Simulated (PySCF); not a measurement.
Sn(H)(F)2(OMe) (CH4F2OSn), SMILES [F][SnH]([F])[O]C.

The structure is a stationary point at PBE-D3(BJ)/def2-SVP. The def2 effective core potentials stand for the cores of Sn; spin–orbit coupling is left out. One conformer was computed; it need not be the lowest.

All values below come from PBE-D3(BJ)/def2-SVP in PySCF 2.14.0.

Frequencies are harmonic and unscaled.

### Question
Give all harmonic wavenumbers and intensities. (An estimate is asked for; the answer gives what the named calculation found.)

### Answer

| mode | ν (cm⁻¹) | IR (km/mol) | moving atoms (share of kinetic energy) |
|---|---|---|---|
| 1 | 30 | 2.7 | F 44 %, C 28 %, H 21 % |
| 2 | 109 | 1.4 | H 90 % |
| 3 | 110 | 16.0 | F 49 %, C 28 %, H 16 % |
| 4 | 168 | 11.8 | F 87 %, Sn 11 % |
| 5 | 180 | 16.8 | O 57 %, F 24 %, H 11 % |
| 6 | 259 | 26.7 | O 29 %, C 23 %, Sn 22 %, H 14 %, F 12 % |
| 7 | 500 | 41.6 | H 89 % |
| 8 | 516 | 40.4 | H 96 % |
| 9 | 553 | 48.7 | O 65 %, H 13 %, Sn 12 % |
| 10 | 611 | 48.3 | F 85 %, Sn 13 % |
| 11 | 620 | 58.3 | F 84 %, Sn 16 % |
| 12 | 1057 | 169.5 | O 51 %, C 45 % |
| 13 | 1126 | 0.0 | H 77 %, C 18 % |
| 14 | 1141 | 1.7 | H 75 %, C 19 % |
| 15 | 1410 | 15.2 | H 89 %, C 9 % |
| 16 | 1410 | 4.1 | H 97 % |
| 17 | 1429 | 14.3 | H 95 % |
| 18 | 1913 | 67.5 | H 99 % |
| 19 | 2923 | 70.1 | H 97 % |
| 20 | 3000 | 28.8 | H 90 %, C 10 % |
| 21 | 3035 | 16.8 | H 91 %, C 9 % |
